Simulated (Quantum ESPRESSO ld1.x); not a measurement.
Q: Valence configurations of Sm IV (all share [Xe]). All-electron calculation, Dirac Kohn-Sham, PBE, spin-unpolarised, spherical densities, point nucleus; open shells fill j = l - 1/2 first. Program: ld1.x of Quantum ESPRESSO 7.5. Order these by energy: 4f3 6p2; 4f4.5 5d0.5; 4f4.5 6p0.5; 4f3 5d2; 4f3 6s2; 4f4 5d1; 4f5; 4f2.5 6s0.5 6p2; 4f4 6s1; 4f2 5d2 6s1.

A: From the lowest, in eV above it: 4f5 0.000; 4f4.5 5d0.5 4.559; 4f4.5 6p0.5 8.521; 4f4 5d1 10.392; 4f4 6s1 14.369; 4f3 5d2 26.250; 4f3 6s2 37.248; 4f3 6p2 47.775; 4f2 5d2 6s1 54.441; 4f2.5 6s0.5 6p2 63.176. NIST lists [Xe] 4f5 as the ground configuration; this level of theory agrees among the configurations tried. The energies are those of spherical spin-averaged densities, not of single terms.
